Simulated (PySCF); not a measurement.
# Removing an electron from `CCC[SiH]1C=CC=C1`

Species: C7H12Si.
Z-matrix (Å and degrees, PBE0-D3(BJ)/def2-SVP geometry), rows numbered from 1:
```
C 
C   1  1.5215
C   2  1.5284  1  113.30
Si  3  1.8848  2  114.23  1   178.97
C   4  1.8762  3  114.93  2   172.49
C   5  1.3502  4  106.92  3  -118.40
C   6  1.4809  5  116.98  4    -0.09
C   7  1.3501  6  116.98  5    -0.04
H   1  1.1011  2  111.67  3   179.76
H   1  1.1019  2  111.13  3    59.50
H   1  1.1020  2  111.12  3   -59.99
H   2  1.1044  1  109.37  3   122.54
H   2  1.1042  1  109.37  3  -122.30
H   3  1.1042  2  110.47  1   -59.53
H   3  1.1051  2  110.19  1    57.27
H   4  1.4993  3  109.34  2   -59.71
H   5  1.0921  4  130.98  3    61.55
H   6  1.0963  5  123.53  4   179.90
H   7  1.0963  6  119.48  5   179.94
H   8  1.0921  4  131.04  3   -61.29
```

Level: wB97X-D/def2-SVPD (PySCF). Frontier orbitals with their largest atomic shares (Löwdin; up to four atoms above 4 %):

```
orbital  ε (eV)                            main atoms
 HOMO−3  -10.56  Si4 24 %, H16 21 %, C5 15 %, C6 12 %
 HOMO−2  -10.50    C8 29 %, Si4 20 %, C5 17 %, C7 8 %
 HOMO−1  -10.00     C3 30 %, Si4 18 %, C1 8 %, C2 8 %
   HOMO   -8.48                                     ?
   LUMO    0.31    C5 19 %, C8 19 %, C7 19 %, C6 18 %
 LUMO+1    2.43     Si4 17 %, C1 12 %, C2 7 %, C3 7 %
 LUMO+2    2.66      C1 12 %, C6 12 %, C5 9 %, C7 8 %
```

**Question.** What vertical ionisation energy does ΔSCF give, and how far is −ε(HOMO) from it?

**Answer.** ΔSCF: 8.55 eV (825 kJ/mol; threshold wavelength 145 nm); ⟨S²⟩ of the doublet left behind is 0.770, against 0.75 for a pure doublet. −ε(HOMO) is 8.48 eV, 0.07 eV below it. For the exact functional −ε(HOMO) would equal the first vertical ionisation energy; wB97X-D (range-separated hybrid) comes within 0.07 eV of that here.

**Question.** On which atoms does the HOMO lie?

**Answer.** C5 (alkene CH carbon) 26 %, C8 (alkene CH carbon) 26 %, C7 (alkene CH carbon) 18 %, C6 (alkene CH carbon) 18 %, so no atom holds as much as 40 %. The HOMO−1 lies 1.52 eV lower.

**Question.** How many of the 10 lowest singlet excitations (vertical TDDFT, same level) lie below the ionisation energy?

**Answer.** All 10; they run from 4.47 to 7.82 eV.

**Question.** With α = 106.9 au, estimate the like-pair dispersion coefficient by London's formula C6 = (3/4)α²I.

**Answer.** I = 0.3143 Eh, so C6 ≈ 2690 au, a rough estimate.

**Question.** Shift the occupied levels rigidly so that −ε(HOMO) equals the ΔSCF value. What binding energies result?

**Answer.** The shift is +0.07 eV: HOMO 8.55, HOMO−1 10.07, HOMO−2 10.57, HOMO−3 10.63 eV. A rigid shift is only a rough guide to the deeper ionisations.

Geometry: PBE0-D3(BJ)/def2-SVP, one conformer, isolated molecule.

These values come from a run that also computed excited states and ΔSCF ions. On x86-64 server, one thread, on a shared host, this took 2.7 min of wall time.

Note: wB97X-D ran without an empirical dispersion term, which enters the total energy and its gradient alone.
